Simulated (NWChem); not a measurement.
System: CH$_{3}$ClF$_{2}$Ge; SMILES [F][Ge]([F])([Cl])[CH3]

```xyz
8

C     -1.5741    -1.3539    -0.0015
Ge     0.0288    -0.3060    -0.0001
F      1.0232    -0.6684    -1.3608
F      1.0214    -0.6699     1.3616
Cl    -0.2858     1.8007     0.0010
H     -2.1902    -1.0787    -0.8681
H     -2.1351    -1.1637     0.9234
H     -1.3068    -2.4181    -0.0601
```
Atoms are numbered in this order, from 1.

Coordinates come from a PBE0/def2-SVP optimisation.

Q: Give the principal values of the shielding tensors (ppm) of C1, Ge2, F3, F4, Cl5 from KT2/pcSseg-1, GIAO (NWChem), with their diamagnetic and paramagnetic parts as GIAO splits them.

A: 
| atom | σ11 | σ22 | σ33 | isotropic | diamagnetic | paramagnetic |
|---|---|---|---|---|---|---|
| C1 | 167.4 | 169.2 | 195.6 | 177.4 | 256.1 | -78.7 |
| Ge2 | 1183.7 | 1192.1 | 1358.6 | 1244.8 | 2762.7 | -1517.9 |
| F3 | 196.5 | 256.5 | 356.8 | 269.9 | 478.7 | -208.8 |
| F4 | 196.0 | 257.3 | 356.6 | 270.0 | 478.7 | -208.7 |
| Cl5 | 702.8 | 749.0 | 1043.0 | 831.6 | 1150.2 | -318.6 |
